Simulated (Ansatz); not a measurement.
Input (CCSDT(Q)/aug-cc-pVDZ; Ansatz, an electronic-structure program):

Ansatz 0.2 input:
```yaml
crystal:
  periodic: [false, false, false]
  atoms:
    - {symbol: B, position_ang: [-0.96009521, 0.13120463, -0.01370137]}
    - {symbol: N, position_ang: [0.63504834, -0.13477306, -0.03981207]}
    - {symbol: H, position_ang: [-1.21385758, 1.20242986, -0.47732170]}
    - {symbol: H, position_ang: [-1.43957867, -0.29568526, 0.99363338]}
    - {symbol: H, position_ang: [0.83054334, -1.10846828, 0.17477974]}
    - {symbol: H, position_ang: [1.17231349, 0.43494880, 0.62287371]}
    - {symbol: H, position_ang: [1.00571709, 0.05416318, -0.96677382]}
basis:
  gaussian:
    orbitals: aug-cc-pVDZ
magnetization: {spin_polarized: true, initial_magnetization: 1}
correlation: {method: ccsdt_q, electrons: outside_noble_gas}
```

Output:

```
Functional definition: HF
integrals: 0.22 GiB planned
1495 factors; integrals over basis functions are off by at most 1.6e-7 eV
mean field: 0.25 GiB planned
mean field evaluation 1: about -2228.8541 eV, gradient 2.0e1 eV
mean field evaluation 2: about -2228.8526 eV, gradient 2.0e1 eV
mean field evaluation 4: about -2231.1351 eV, gradient 2.3e0 eV
mean field evaluation 8: about -2231.1901 eV, gradient 2.3e-3 eV
mean field evaluation 16: about -2231.1903 eV, gradient 2.9e-1 eV
mean field evaluation 32: about -2229.2739 eV, gradient 1.9e-3 eV
mean field evaluation 64: about -2227.9955 eV, gradient 6.0e-2 eV
mean field -2231.19013859 eV, -81.9947252382 hartree, gradient 1.7e-6 eV, S^2 0.757030; 2 other end points of the search recorded, 0 dependent functions left out
determinant -2231.19013859 eV, -81.9947252382 hartree, with singles and doubles -2239.83296878 eV, -82.3123433894 hartree
determinant -2229.27393655 eV, -81.9243061122 hartree, with singles and doubles -2237.82086754 eV, -82.2384000325 hartree
determinant -2228.07824788 eV, -81.8803653639 hartree, with singles and doubles -2236.40441717 eV, -82.1863464415 hartree
2 core orbitals not correlated
reference -2231.19013859 eV, -81.9947252382 hartree; 7, 6 occupied and 82, 83 virtual orbitals, 1495 factors
second order -7.74098656 eV of doubles, -0.00000000 eV of singles
coupled cluster: 3.69 GiB planned
cycle   1  -8.35103283 eV  change   -6.1e-1 eV  update   6.9e-2
cycle   2  -8.77670774 eV  change   -4.3e-1 eV  update   2.7e-2
cycle   3  -8.88285809 eV  change   -1.1e-1 eV  update   1.2e-2
cycle   4  -8.86971369 eV  change    1.3e-2 eV  update   4.2e-3
cycle   5  -8.86911864 eV  change    6.0e-4 eV  update   2.4e-3
cycle   6  -8.87042775 eV  change   -1.3e-3 eV  update   1.1e-3
cycle   7  -8.87036498 eV  change    6.3e-5 eV  update   6.5e-4
cycle   8  -8.87033896 eV  change    2.6e-5 eV  update   3.8e-4
cycle   9  -8.87046314 eV  change   -1.2e-4 eV  update   2.0e-4
cycle  10  -8.87032924 eV  change    1.3e-4 eV  update   1.0e-4
cycle  11  -8.87034977 eV  change   -2.1e-5 eV  update   5.1e-5
cycle  12  -8.87037036 eV  change   -2.1e-5 eV  update   2.1e-5
cycle  13  -8.87039679 eV  change   -2.6e-5 eV  update   1.0e-5
cycle  14  -8.87040726 eV  change   -1.0e-5 eV  update   4.4e-6
cycle  15  -8.87040729 eV  change   -2.2e-8 eV  update   2.0e-6
cycle  16  -8.87040570 eV  change    1.6e-6 eV  update   1.0e-6
cycle  17  -8.87040529 eV  change    4.1e-7 eV  update   4.6e-7
perturbative correction -0.01220037 eV, -0.0004483552 hartree
Total energy: -2240.07274424 eV, -82.3211549752 hartree
```
